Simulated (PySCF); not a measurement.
## Fractional electron number in O²⁺ (oxygen, charge +2)

The 2p alpha orbital of [He] 2s2 2p2 is emptied in steps (occupation f), with all orbitals relaxed, ending at [He] 2s2 2p1. Calculation: PySCF 2.14, in aug-cc-pVTZ-DK; the spin-free X2C one-electron Hamiltonian (Gaussian nucleus). The exact energy is a straight line in f; departures are measured from the line between the end points of the same method.

| f | UHF (eV) | LDA (eV) | PBE (eV) | PBE0 (eV) | r2SCAN (eV) | LC-wPBE (eV) | BHandHLYP (eV) | wB97X (eV) | CAM-B3LYP (eV) | B3LYP (eV) |
| --- | --- | --- | --- | --- | --- | --- | --- | --- | --- | --- |
| 1 | 0.000 | 0.000 | 0.000 | 0.000 | 0.000 | 0.000 | 0.000 | 0.000 | 0.000 | 0.000 |
| 0.9 | 0.105 | -0.940 | -0.918 | -0.666 | -0.851 | -0.432 | -0.415 | -0.432 | -0.539 | -0.720 |
| 0.7 | 0.240 | -2.201 | -2.144 | -1.552 | -1.972 | -1.006 | -0.965 | -1.002 | -1.255 | -1.678 |
| 0.5 | 0.280 | -2.626 | -2.549 | -1.842 | -2.323 | -1.190 | -1.144 | -1.179 | -1.489 | -1.991 |
| 0.3 | 0.231 | -2.207 | -2.133 | -1.539 | -1.924 | -0.989 | -0.954 | -0.972 | -1.243 | -1.664 |
| 0.1 | 0.098 | -0.945 | -0.908 | -0.654 | -0.808 | -0.416 | -0.405 | -0.403 | -0.528 | -0.707 |
| 0 | 0.000 | 0.000 | 0.000 | 0.000 | 0.000 | 0.000 | 0.000 | 0.000 | 0.000 | 0.000 |

For B3LYP, how does the orbital energy at f = 1 compare with the removal energy?

−ε = 47.417 eV against a total-energy difference of 55.417 eV. By Janak's theorem ε = ∂E/∂f, so the gap between them reflects the curvature. Along the path −ε is 49.019 (f = 0.9), 52.238 (f = 0.7), 55.457 (f = 0.5), 58.641 (f = 0.3), 61.739 (f = 0.1) eV.

```tsv
method	E(f=0) − E(f=1) (eV)	−ε at f=1 (eV)	−ε at f=0.5 (eV)
UHF	54.578	55.751	54.553
LDA	55.382	44.953	55.364
PBE	55.233	45.037	55.262
PBE0	55.269	47.870	55.306
r2SCAN	55.571	46.097	55.712
LC-wPBE	55.430	50.632	55.477
BHandHLYP	55.275	50.661	55.308
wB97X	55.075	50.271	55.159
CAM-B3LYP	55.399	49.411	55.434
B3LYP	55.417	47.417	55.457
```

Reference removal energy between the ground levels: 54.936 eV (semi-empirical (NIST evaluation); NIST Atomic Spectra Database, ionization energies). The calculation has no spin-orbit coupling. UHF lacks correlation.
